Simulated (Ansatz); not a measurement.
A nudged elastic band was laid between two geometries of F3H4NOZr (10 atoms, charge 0, multiplicity 1).

Level of theory: Ansatz 0.2.0, RKS B3LYP/def2-SVP.

```
movable images  : 5
climbing image  : yes
spring          : 5.0 eV/Å²
optimiser       : quadratic models (default)
start path      : through a guess of the saddle point
force threshold : 0.05 eV/Å
iteration limit : 60
end points      : relaxed
```

Image 0:

```xyz
10
Properties=species:S:1:pos:R:3
Zr 0.000 -0.112 0.191
O -0.417 0.091 2.085
H -0.897 0.625 2.724
F 1.789 0.392 -0.351
F -0.977 1.372 -0.551
F -0.893 -1.562 -0.731
N 1.294 -2.053 1.032
H 0.964 -2.935 0.635
H 2.290 -1.971 0.816
H 1.206 -2.124 2.049
```

Image 6:

```xyz
10
Properties=species:S:1:pos:R:3
Zr 0.194 -0.622 -0.047
O 0.338 -0.089 2.304
H 0.797 0.762 2.383
F 1.260 1.004 0.046
F -1.652 -0.442 0.539
F 0.038 -0.964 -1.928
N 1.134 -2.329 0.545
H 1.385 -3.101 -0.072
H 1.430 -2.552 1.494
H -0.564 0.053 2.636
```

(1) Which bonds break or form, and what moves?

(2) What energy profile does the band end with?

(3) What is the geometry of the highest image?

(4) What are the harmonic wavenumbers there?

Answers

(1) Bonds broken: N7–H10. Bonds formed: O2–H10.

(2) It converged. The highest image is number 3 of 0 to 6, 121.6 kJ/mol above the first end and 28.7 kJ/mol above the last; the last end lies 92.9 kJ/mol above the first. A vibrational analysis at the climbing image gives one clearly imaginary mode, 766i cm⁻¹: a first-order saddle point. The orbitals stay closed-shell, which can raise the energy where a bond breaks towards radicals; this wasn't checked here.

| image | path coordinate (Å) | energy (kJ/mol) | N7–H10 (Å) | O2–H10 (Å) |
| --- | --- | --- | --- | --- |
| 0 | 0.00 | 0.0 | 1.02 | 2.75 |
| 1 | 1.03 | 8.3 | 1.02 | 2.36 |
| 2 | 2.05 | 32.8 | 1.03 | 1.96 |
| 3 | 3.08 | 121.6 | 1.42 | 1.13 |
| 4 | 4.29 | 103.8 | 2.34 | 0.97 |
| 5 | 5.50 | 99.5 | 2.98 | 0.97 |
| 6 | 6.71 | 92.9 | 3.59 | 0.97 |

(3) 
```xyz
10
Properties=species:S:1:pos:R:3
Zr 0.256 -0.302 -0.081
O 0.401 0.055 2.118
H -0.223 0.371 2.783
F 1.664 0.880 -0.605
F -1.518 0.425 0.024
F -0.024 -1.367 -1.655
N 0.922 -2.044 1.111
H 0.329 -2.878 1.114
H 1.885 -2.375 1.012
H 0.666 -1.043 2.080
```

(4) 766i, 53, 133, 146, 173, 179, 194, 273, 331, 386, 523, 566, 625, 652, 673, 696, 707, 813, 1392, 1530, 1910, 3486, 3564, 3861 cm⁻¹.

The run took 3.9 min on 4 threads of Arm Neoverse V2, on a shared host, peak memory 0.29 GiB.
